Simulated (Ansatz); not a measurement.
`[OH][Hf]([F])([F])[SH]` and `[OH][Hf]([OH])([F])[F]` differ in one atom or group.

Ansatz, PBE0-D4/def2-TZVP geometries, multiplicity 1. Each molecule was computed in one conformer, which needn't be the lowest.

Elements past krypton have def2 core potentials.

| property | `[OH][Hf]([F])([F])[SH]` |
| --- | --- |
| zero-point energy (PBE0-D4/def2-TZVP) / kJ/mol | 65.4 |
| LUMO energy (B3LYP/def2-TZVPP) / eV | -1.17 |
| HOMO energy (PBE0/def2-TZVPP) / eV | -7.78 |
| size of the dipole moment (ωB97M-V/def2-TZVPP) / D | 3.30 |
| LUMO energy (PBE/def2-TZVPP) / eV | -1.74 |
| ideal-gas entropy at 298 K and 1 bar (rigid rotor, harmonic PBE0-D4/def2-TZVP) / J/(mol·K) | 395 |

(1) Give the same properties after the change, and the shifts. (Estimate.)

Answers

(1) The calculation gave: 
```
                                                                                  property  `[OH][Hf]([OH])([F])[F]`  shift
                                            zero-point energy (PBE0-D4/def2-TZVP) / kJ/mol                      74.4    9.0
                                                       LUMO energy (B3LYP/def2-TZVPP) / eV                     -0.70   0.47
                                                        HOMO energy (PBE0/def2-TZVPP) / eV                     -9.58  -1.80
                                        size of the dipole moment (ωB97M-V/def2-TZVPP) / D                      3.34   0.04
                                                         LUMO energy (PBE/def2-TZVPP) / eV                     -1.06   0.68
ideal-gas entropy at 298 K and 1 bar (rigid rotor, harmonic PBE0-D4/def2-TZVP) / J/(mol·K)                       377    -18
```

With PBE0 the HOMO falls by 1.80 eV and the LUMO rises by 0.54 eV, so the gap widens by about 2.34 eV. PBE moves the HOMO by -1.31 eV and ωB97M-V by -2.09 eV. Dipoles are sizes alone; their direction can turn.

B3LYP here is the variant with VWN-RPA as its local correlation; programs differ in this.
